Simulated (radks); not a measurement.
Question: Gd II, configuration [Xe] 4f7 5d1 6s1. Method: Dirac Kohn-Sham, BLYP, spin-unpolarised, spherical densities, finite nucleus; open shells fill j = l - 1/2 first; Fermi nuclear charge, rms radius 5.1569 fm; computed with a radial shooting solver on a logarithmic mesh with Libxc functionals.

Spin-orbit splittings of the eigenvalues, e(l+1/2) - e(l-1/2), with zeta = 2 splitting/(2l+1) and mean radii in bohr:

| shell | occ. | splitting (eV) | zeta (eV) | <r> j=l-1/2 | <r> j=l+1/2 |
|---|---|---|---|---|---|
| 2p | 6 | 696.1 | 464.1 | 0.07745 | 0.08429 |
| 3p | 6 | 142.8 | 95.17 | 0.2336 | 0.2467 |
| 3d | 10 | 31.11 | 12.44 | 0.2187 | 0.2228 |
| 4p | 6 | 31.80 | 21.20 | 0.5648 | 0.5944 |
| 4d | 10 | 5.747 | 2.299 | 0.6302 | 0.6407 |
| 4f | 7 | 0.7528 | 0.2151 | 0.8612 | 0.8741 |
| 5p | 6 | 4.360 | 2.907 | 1.496 | 1.592 |
| 5d | 1 | ? | ? | 2.547 | 2.613 |

Estimate the 5d splitting.

Answer: 0.3052 eV (zeta = 0.1221 eV).
